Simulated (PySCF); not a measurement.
C₄H₁₂Si.
Cartesian coordinates in Å at the PBE0-D3(BJ)/def2-SVP level; atoms count from 1:
```
atom  x, y, z in Å
C1     2.710    0.440   -0.156
C2     1.312   -0.155   -0.243
C3     0.370    0.343    0.852
Si4   -1.384   -0.347    0.762
C5    -2.234    0.126   -0.849
H6     2.680    1.538   -0.246
H7     3.366    0.057   -0.954
H8     3.183    0.202    0.809
H9     1.379   -1.256   -0.196
H10    0.882    0.072   -1.235
H11    0.305    1.446    0.825
H12    0.782    0.095    1.847
H13   -1.339   -1.842    0.878
H14   -2.179    0.174    1.921
H15   -1.702   -0.295   -1.716
H16   -3.269   -0.247   -0.875
H17   -2.265    1.221   -0.967
```

Method used: core-valence-separated Tamm–Dancoff BHandHLYP/aug-pcX-1 (pcseg-1 on H, def2-SVPD on Si) in PySCF, non-relativistic, gas phase, PBE0-D3(BJ)/def2-SVP geometry. The energies are unshifted.

The lowest roots of each edge with f over 0.003 (five at most, numbered afresh; weaker and dark ones are left out), with transition dipoles (au) in the frame of the coordinates:

```json
{"root": "1", "edge": "C", "E (eV)": "285.23", "μx": "0.0340", "μy": "0.0141", "μz": "-0.0007"}
{"root": "2", "edge": "C", "E (eV)": "285.25", "μx": "-0.0014", "μy": "0.0281", "μz": "0.0343"}
{"root": "3", "edge": "C", "E (eV)": "285.66", "μx": "0.0145", "μy": "0.0278", "μz": "0.0322"}
{"root": "4", "edge": "C", "E (eV)": "285.68", "μx": "-0.0167", "μy": "0.0466", "μz": "-0.0370"}
{"root": "5", "edge": "C", "E (eV)": "285.78", "μx": "0.0368", "μy": "0.0538", "μz": "-0.0061"}
```

Question: What are the oscillator strengths?

Answer: f = (2/3) ΔE |μ|², with ΔE in hartree (27.2114 eV):

```json
{"root": "1", "ΔE (Eh)": "10.4821", "|μ|² (au)": "0.001355", "f": "0.009", "core hole on": "C1"}
{"root": "2", "ΔE (Eh)": "10.4827", "|μ|² (au)": "0.001968", "f": "0.014", "core hole on": "C3"}
{"root": "3", "ΔE (Eh)": "10.4977", "|μ|² (au)": "0.002020", "f": "0.014", "core hole on": "C2"}
{"root": "4", "ΔE (Eh)": "10.4986", "|μ|² (au)": "0.003819", "f": "0.027", "core hole on": "C3"}
{"root": "5", "ΔE (Eh)": "10.5022", "|μ|² (au)": "0.004286", "f": "0.030", "core hole on": "C5"}
```

Question: Molecules are fixed in this frame and the field points along (1, 0, −1)/√2. What effective strengths 3 f cos²θ do the roots have (θ between field and μ)?

Answer: root 1 (C1): 0.013, root 2 (C3): 0.013, root 3 (C2): 0.003, root 4 (C3): 0.004, root 5 (C5): 0.019. Root 5 is the strongest. Averaged over all orientations cos²θ is 1/3, which gives f back.

Hardware: an Intel Xeon Platinum 8488C with one thread, shared host with 192 logical CPUs at a one-minute load of 32. Cost: 15 s wall, 0.89 GiB resident at most.

One conformer stands for the species.
